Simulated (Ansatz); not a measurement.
Geometry optimisation, RHF/def2-SVP in Ansatz 0.2.0.

input.yaml

```yaml
crystal:
  periodic: [false, false, false]
  atoms:
    - { symbol: Sn, position_ang: [0.163376, 0.02863, -0.07474] }
    - { symbol: Cl, position_ang: [0.294249, 0.071986, 2.321698] }
    - { symbol: H, position_ang: [1.795871, 0.014961, -0.571869] }
    - { symbol: C, position_ang: [-0.907653, 1.772161, -0.736241] }
    - { symbol: H, position_ang: [-1.919753, 1.493574, -1.024937] }
    - { symbol: H, position_ang: [-0.952281, 2.504759, 0.06904] }
    - { symbol: H, position_ang: [-0.399592, 2.219081, -1.590629] }
    - { symbol: H, position_ang: [-0.632413, -1.42326, -0.481937] }
    - { symbol: H, position_ang: [-2.552193, -0.110554, 1.067744] }
    - { symbol: H, position_ang: [-2.20041, -0.065837, 1.684871] }
basis:
  gaussian: { orbitals: def2-SVP }
hamiltonian:
  xc: hf
relax:
  f_tol: 0.03
  max_steps: 50
output:
  orbitals: {}
```

Run as:

```bash
$ ansatz run input.yaml --threads 1 --pin off --max-ram 2048MiB --backend cpu --events-out ev --progress --plain --runs-dir out
```

Where does it end, and by what steps?

It converged. The force dipped under the threshold on the way, but the program's further checks kept it going. After 22 steps the energy has fallen by 0.213 eV; H9 moved furthest, 1.62 Å.

```csv
step,energy less start (eV),largest force component (eV/Å),accepted
0,0.0000,1.216,yes
1,-0.1117,0.130,yes
2,-0.1564,0.067,yes
3,-0.1777,0.097,yes
4,-0.1624,0.357,no
5,-0.1854,0.043,yes
6,-0.1895,0.029,yes
7,-0.1931,0.083,yes
8,-0.1953,0.155,yes
9,-0.1969,0.204,yes
10,-0.1936,0.418,no
11,-0.2014,0.127,yes
12,-0.2047,0.139,yes
13,-0.2060,0.187,yes
14,-0.2081,0.118,yes
15,-0.2099,0.050,yes
16,-0.2112,0.097,yes
17,-0.2117,0.130,yes
18,-0.2122,0.097,yes
19,-0.2127,0.025,yes
20,-0.2126,0.061,no
21,-0.2130,0.017,yes
22,-0.2134,0.021,yes
```

```xyz
10
Properties=species:S:1:pos:R:3
Sn 0.506 0.125 -0.275
Cl 0.136 -0.130 2.059
H 2.187 0.356 -0.452
C -0.650 1.826 -0.890
H -1.694 1.683 -0.613
H -0.276 2.726 -0.402
H -0.583 1.955 -1.971
H -0.006 -1.334 -0.994
H -3.830 -0.368 2.023
H -3.100 -0.332 2.178
```

Whether the end is a true minimum wasn't checked by a vibrational analysis.

Time of the run: 47 s on 1 thread of Intel(R) Xeon(R) Platinum 8488C (Sapphire Rapids), on a shared host, peak memory 0.2 GiB.
